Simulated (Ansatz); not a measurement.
Geometry optimisation, RKS PBE-D4/def2-SVP (Ansatz 0.2.0).

The input (input.yaml):

```yaml
crystal:
  periodic: [false, false, false]
  atoms:
    - { symbol: B, position_ang: [-0.4017, -1.7739, 1.7816] }
    - { symbol: C, position_ang: [-0.1257, -0.5044, 0.8584] }
    - { symbol: "N", position_ang: [0.9271, 0.3726, 1.1999] }
    - { symbol: "N", position_ang: [-0.7761, -0.294, -0.2053] }
    - { symbol: C, position_ang: [-0.6828, 0.7742, -1.1826] }
    - { symbol: "N", position_ang: [0.5614, 0.6289, -1.9062] }
    - { symbol: H, position_ang: [-1.3123, -2.4542, 1.4958] }
    - { symbol: H, position_ang: [0.2273, -1.9206, 2.7348] }
    - { symbol: H, position_ang: [1.5328, 0.2014, 2.1118] }
    - { symbol: H, position_ang: [1.2125, 1.2104, 0.6692] }
    - { symbol: H, position_ang: [-1.5533, 0.7664, -1.8503] }
    - { symbol: H, position_ang: [-0.6725, 1.7697, -0.6237] }
    - { symbol: H, position_ang: [0.5953, 1.4384, -2.5904] }
    - { symbol: H, position_ang: [0.4551, -0.2441, -2.4642] }
basis:
  gaussian: { orbitals: def2-SVP }
hamiltonian:
  xc: pbe
  dispersion: d4
relax:
  f_tol: 0.02
  max_steps: 50
```

Command:

```bash
$ ansatz run input.yaml --threads 2 --pin off --max-ram 3072MiB --backend cpu --events-out ev --progress --plain --runs-dir out
```

**Question.** Where does it end, and by what steps?

**Answer.** The run converged. The force dipped under the threshold on the way, but the program's further checks kept it going. After 40 steps the energy has fallen by 1.381 eV; H8 moved furthest, 2.15 Å. Joined: B1–N4.

| step | energy less start (eV) | largest force component (eV/Å) | accepted |
| --- | --- | --- | --- |
| 0 | 0.0000 | 3.291 | yes |
| 2 | -0.6934 | 1.183 | yes |
| 4 | -0.8073 | 0.393 | yes |
| 6 | -0.8230 | 0.076 | yes |
| 8 | -0.8256 | 0.258 | no |
| 10 | -0.8283 | 0.153 | no |
| 12 | -0.8316 | 0.012 | yes |
| 14 | -0.8327 | 0.115 | yes |
| 16 | -0.8344 | 0.054 | yes |
| 18 | -0.8290 | 0.244 | no |
| 20 | -0.8368 | 0.103 | yes |
| 22 | -0.8388 | 0.167 | yes |
| 24 | -0.8528 | 0.176 | yes |
| 26 | -0.8916 | 0.413 | yes |
| 28 | -1.0332 | 0.542 | yes |
| 30 | -1.2847 | 0.628 | yes |
| 32 | -1.3650 | 0.512 | yes |
| 34 | -1.3770 | 0.067 | yes |
| 36 | -1.3795 | 0.053 | yes |
| 38 | -1.3809 | 0.045 | yes |
| 40 | -1.3814 | 0.016 | yes |

```xyz
14
Properties=species:S:1:pos:R:3
B -0.835 -1.295 1.450
C 0.485 -0.608 0.906
N 1.649 0.034 0.903
N -0.517 -0.539 0.065
C -0.838 0.496 -0.884
N 0.382 0.940 -1.572
H -0.995 -2.505 1.374
H -1.458 -0.663 2.302
H 2.330 -0.120 1.645
H 1.847 0.662 0.111
H -1.641 0.116 -1.561
H -1.267 1.378 -0.348
H 0.202 1.823 -2.068
H 0.643 0.253 -2.294
```

Run time: 110 s on 2 threads of Arm Neoverse V1, with other jobs on the host, peak memory 0.16 GiB.
